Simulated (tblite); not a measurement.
Species: C₆H₇F₂ (doublet state).
Z-matrix (Å and degrees, GFN2-xTB geometry), rows numbered from 1:
```
C 
C   1  1.4753
C   2  1.5064  1  115.34
C   3  1.3343  2  126.37  1   -35.61
C   4  1.4421  3  124.33  2     1.22
C   5  1.3244  4  124.06  3  -177.20
F   6  1.3308  5  124.66  4   179.87
F   6  1.3314  5  125.99  4     0.13
H   1  1.0735  2  119.38  3   -51.79
H   1  1.0725  2  120.80  3   141.58
H   2  1.0956  1  110.05  3  -123.12
H   2  1.1019  1  109.59  3   120.35
H   3  1.0809  2  115.22  1   146.59
H   4  1.0817  3  119.48  2  -178.08
H   5  1.0853  4  116.94  3     3.44
```

Method: GFN2-xTB as coded in tblite; computed harmonic values from a numerical Hessian at the method's own geometry, unscaled. This tight-binding method is rough: wavenumbers can miss measured ones by several per cent, in bad cases by 10 to 20. One conformer, not necessarily the lowest. Open shells enter through the occupations alone, without spin polarisation, and single modes of such species can be off by tens of per cent.

Harmonic wavenumbers (cm⁻¹): 55.1, 66.5, 104.6, 185.7, 198.5, 266.2, 317.3, 419.2, 448.9, 493.7, 515.4, 534.9, 640.9, 769.8, 828.7, 858.4, 900.8, 923.3, 936.9, 1039.1, 1088.3, 1132.1, 1164.4, 1178.4, 1212.6, 1252.0, 1291.9, 1363.5, 1397.5, 1428.4, 1662.3, 1730.4, 2826.3, 2932.2, 2985.9, 3061.6, 3076.4, 3129.3, 3171.7.

A = 4239, B = 1031, C = 848.6 MHz; mass 117.052 u (most abundant isotopes); point group C1, symmetry number 1; spin multiplicity 2.

**Question.** What is the zero-point energy?

**Answer.** Half the sum of the wavenumbers: 23795 cm⁻¹ = 68.03 kcal/mol.

**Question.** What is S at 298.15 K and 1 bar for an ideal gas of classical rigid rotors and harmonic oscillators?

**Answer.** Translation 40.21, rotation 28.85, vibration 24.99, spin (R ln 2) 1.38: S = 95.4 cal/(mol K).

**Question.** And Cp and H(298.15 K) − H(0)?

**Answer.** Cp = 33.84 cal/(mol K), of which vibrations give 25.89 (their classical limit is 39 R = 77.5); H(298.15 K) − H(0) = 6.29 kcal/mol without the zero-point energy, 3.92 from vibrations.

**Question.** How do the functions run with temperature in this model?

**Answer.** 
```csv
T (K),S (cal/(mol K)),Cp (cal/(mol K)),H − H(0) (kcal/mol),G − H(0) (kcal/mol),ln q(vib)
100,69.2,17.1,1.24,-5.68,1.51
200,83.7,25.6,3.38,-13.36,3.76
300,95.6,34.0,6.36,-22.33,5.99
500,116.5,48.1,14.66,-43.61,10.37
800,142.3,61.1,31.23,-82.57,16.55
1000,156.5,66.5,44.02,-112.48,20.32
```

q(vib) and H(0) count from the zero-point level.

**Question.** Blend soft modes into free rotors: weight 1/[1 + (100 cm⁻¹/ν̃)⁴] for the oscillator and the rest for a rotor with moment μB/(μ + B), μ = h/(8π²ν), B = 10⁻⁴⁴ kg m². What vibrational entropy results?

**Answer.** 22.84 cal/(mol K) in place of 24.99, which changes −T·S at 298.15 K by +0.64 kcal/mol.

Hindered rotation and anharmonicity are outside this model. Other conformers, if any are populated, would add a mixing term that is left out. The structure is chiral; the term R ln 2 for an equal mix with its mirror image is left out.

Time: 0.68 s of wall time. Hardware: one thread, Arm Neoverse N1 (aarch64), no GPU, shared host with 64 logical CPUs at a one-minute load of 58. This covers the Hessian and the dipole derivatives.
